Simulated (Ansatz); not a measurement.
Computed with Ansatz on PBE0-D4/def2-TZVP structures; ΔE is electronic, products minus reactants. CBS: MP2 limit from def2 TZ/QZ plus the TZ coupled-cluster correction, frozen cores. DFT in def2-TZVPP. For Ge outer-core shells are correlated without core-valence functions, which leaves a few kJ/mol of doubt a bond. Scalar relativity is left out up to krypton. Each species was taken in one conformer, which may not be the lowest.

Reaction (cleavage of the Si–Ge bond): `Cl[SiH](Cl)[GeH3]` + `C=C[SiH2]N` → `C=C[SiH2]N[SiH](Cl)Cl` + GeH₄

CCSD(T)/CBS gives -16.3 kcal/mol.

(1) Another level gave -17.9 kcal/mol. Which?
A. CCSD/def2-TZVPP
B. B2PLYP/def2-TZVPP
C. PBE0/def2-TZVPP
D. SCS-MP2/def2-TZVPP

Largest T1 diagnostic among the species: 0.012.

Answers

(1) D. SCS-MP2/def2-TZVPP -17.9, B2PLYP -15.4, PBE0 -12.4, CCSD/def2-TZVPP -16.8 kcal/mol.

From PBE to PBE0 (25 % exact exchange), in def2-TZVPP and without D4, ΔE moves by −1.6 kcal/mol. The D4 term adds −3.2 kcal/mol with B3LYP and −1.9 kcal/mol with PBE0; it sums over pairs of atoms, weighted by their polarisabilities, and B3LYP, whose exchange is more repulsive, gets the larger term.

B3LYP here is the variant with VWN-RPA as its local correlation; programs differ in this.
